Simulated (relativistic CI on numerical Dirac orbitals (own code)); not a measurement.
# d2 in a ligand field

Computed with a parametric ligand-field model of a d^n configuration (Racah B and C, spin-orbit zeta, crystal field), exact diagonalisation.

Field parameters in Wybourne normalisation: Oh B⁴₀ = 21Dq, B⁴₄ = √(5/14) B⁴₀; Td as Oh with Dq negative (B⁴₀ = 21Dq, B⁴₄ = √(5/14) B⁴₀). The field is a parameter set, without covalency.

Task: Ground term and bands for B = 590, C = 2950, ζ = 0 cm⁻¹, Oh, 10Dq = 7700 cm⁻¹?

Result: Ground term 3T1 with 0.06 electrons in the two orbitals of the cubic e set. Spin-allowed: 3T2 6831 cm⁻¹ (1464 nm), 3A2 14531 cm⁻¹ (688 nm), 3T1 14812 cm⁻¹ (675 nm). Lowest spin-forbidden: 1T2 9795 cm⁻¹ (1021 nm), 1E 10064 cm⁻¹ (994 nm), 1T2 17996 cm⁻¹ (556 nm).

Task: Ground term and bands for B = 630, C = 2700, ζ = 0 cm⁻¹, Oh, 10Dq = 3750 cm⁻¹?

Result: Ground term 3T1 with 0.11 electrons in the two orbitals of the cubic e set. Spin-allowed: 3T2 3189 cm⁻¹ (3136 nm), 3A2 6939 cm⁻¹ (1441 nm), 3T1 12078 cm⁻¹ (828 nm). Lowest spin-forbidden: 1T2 9387 cm⁻¹ (1065 nm), 1E 9875 cm⁻¹ (1013 nm), 1T2 14752 cm⁻¹ (678 nm).

Task: Ground term and bands for B = 620, C = 2280, ζ = 0 cm⁻¹, Td, 10Dq = -10650 cm⁻¹?

Result: Ground term 3A2 with 2.00 electrons in the two orbitals of the cubic e set. Spin-allowed: 3T2 10650 cm⁻¹ (939 nm), 3T1 16123 cm⁻¹ (620 nm), 3T1 25127 cm⁻¹ (398 nm). Lowest spin-forbidden: 1E 9312 cm⁻¹ (1074 nm), 1A1 16339 cm⁻¹ (612 nm), 1T2 19775 cm⁻¹ (506 nm). With an A2 ground term the first spin-allowed band lies at |10Dq| itself.

Task: Ground term and bands for B = 1040, C = 5060, ζ = 0 cm⁻¹, Td, 10Dq = -2300 cm⁻¹?

Result: Ground term 3A2 with 2.00 electrons in the two orbitals of the cubic e set. Spin-allowed: 3T2 2300 cm⁻¹, 3T1 4081 cm⁻¹ (2451 nm), 3T1 18419 cm⁻¹ (543 nm). Lowest spin-forbidden: 1E 16685 cm⁻¹ (599 nm), 1T2 18439 cm⁻¹ (542 nm), 1A1 24302 cm⁻¹ (411 nm). With an A2 ground term the first spin-allowed band lies at |10Dq| itself.

Task: A d2 ion in Td symmetry has the ground term 3A2 and bands at 1E 4461 cm⁻¹ (2241 nm), 1A1 8236 cm⁻¹ (1214 nm), 3T2 9050 cm⁻¹ (1105 nm), 3T1 12175 cm⁻¹ (821 nm), 1T2 13456 cm⁻¹ (743 nm), 3T1 19475 cm⁻¹ (513 nm). Which parameters reproduce them?

Result: B = 300, C = 1060, ζ = 0 cm⁻¹, Td, 10Dq = -9050 cm⁻¹.
